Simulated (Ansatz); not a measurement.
Relaxation of C$_{2}$H$_{8}$AlClO (13 atoms, charge 0, multiplicity 1), to a largest force component of 0.03 eV/Å in at most 50 steps.

All numbers below come from RKS B3LYP-D4/def2-SVP (Ansatz).

```xyz
13
Properties=species:S:1:pos:R:3
Al -0.306 0.097 0.203
Cl 2.532 0.550 -1.838
C 0.390 -0.878 1.747
C -1.448 -0.491 -1.253
H 1.770 1.495 -1.330
O 0.054 1.877 0.092
H 1.434 -0.591 1.954
H -0.191 -0.659 2.661
H 0.366 -1.972 1.605
H -1.543 -1.584 -1.354
H -2.463 -0.077 -1.119
H -1.065 -0.090 -2.207
H 0.470 2.321 0.839
```

Q: Where does it end, and by what steps?

A: The run converged. After 15 steps the energy has fallen by 1.165 eV; H5 moved furthest, 1.07 Å. Parted: Cl2–H5 (1.32 → 2.52 Å). Joined: Al1–Cl2 (3.53 → 2.19 Å), H5–O6 (2.26 → 0.98 Å).

| step | energy less start (eV) | largest force component (eV/Å) | accepted |
| --- | --- | --- | --- |
| 0 | 0.0000 | 1.546 | yes |
| 1 | -0.1403 | 0.619 | yes |
| 2 | -0.1851 | 0.380 | yes |
| 3 | -0.2080 | 0.349 | yes |
| 4 | -0.2223 | 0.374 | yes |
| 5 | -0.2464 | 0.495 | yes |
| 6 | -0.2959 | 1.154 | yes |
| 7 | -0.5037 | 2.469 | yes |
| 8 | -0.8868 | 1.042 | yes |
| 9 | -1.0078 | 1.459 | yes |
| 10 | -1.0743 | 0.914 | yes |
| 11 | -1.1466 | 0.635 | yes |
| 12 | -1.1580 | 0.353 | yes |
| 13 | -1.1639 | 0.084 | yes |
| 14 | -1.1651 | 0.036 | yes |
| 15 | -1.1653 | 0.015 | yes |

```xyz
13
Properties=species:S:1:pos:R:3
Al 0.250 -0.187 -0.282
Cl 2.097 -0.174 -1.458
C 0.471 -0.761 1.584
C -1.380 -0.487 -1.318
H 1.207 2.021 -0.591
O 0.399 1.829 -0.076
H 1.418 -0.414 2.034
H -0.356 -0.422 2.235
H 0.481 -1.863 1.650
H -1.462 -1.545 -1.625
H -2.292 -0.248 -0.743
H -1.399 0.116 -2.242
H 0.564 2.134 0.830
```

Time of the run: 34 s on 2 threads of Intel(R) Xeon(R) 6975P-C (Granite Rapids), on a shared host, peak memory 0.3 GiB.
